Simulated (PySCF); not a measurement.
C2H7BFN, SMILES CN(C)BF. Geometry optimised at B3LYP-D3(BJ)/def2-SVP. The structure was generated by enumeration, and PubChem lists no compound with its InChIKey, so it may never have been made. Other conformers were not sampled.

Question: Give the equilibrium geometry at B3LYP-D3(BJ)/def2-SVP (PySCF confirms it by a frequency run) as bond lengths and angles, and its point group. (An estimate is asked for; the answer gives what the named calculation found.)

Answer: One answer among several that fit: point group Cs.
Atoms: B1 H2 F3 N4 C5 C6 H7 H8 H9 H10 H11 H12. Bonded distances (Å): B1–H2 1.206, B1–F3 1.343, B1–N4 1.398, N4–C5 1.451, N4–C6 1.449, C5–H7 1.105, C5–H8 1.105, C5–H9 1.097, C6–H10 1.106, C6–H11 1.106, C6–H12 1.098. Bond angles (°): H2–B1–F3 118.9, H2–B1–N4 121.2, F3–B1–N4 119.9, B1–N4–C5 123.0, B1–N4–C6 122.2, C5–N4–C6 114.8, N4–C5–H7 111.1, N4–C5–H8 111.1, N4–C5–H9 110.0, H7–C5–H8 107.5, H7–C5–H9 108.5, H8–C5–H9 108.5, N4–C6–H10 111.3, N4–C6–H11 111.3, N4–C6–H12 110.2, H10–C6–H11 107.3, H10–C6–H12 108.3, H11–C6–H12 108.3.
Charge 0, spin multiplicity 1.
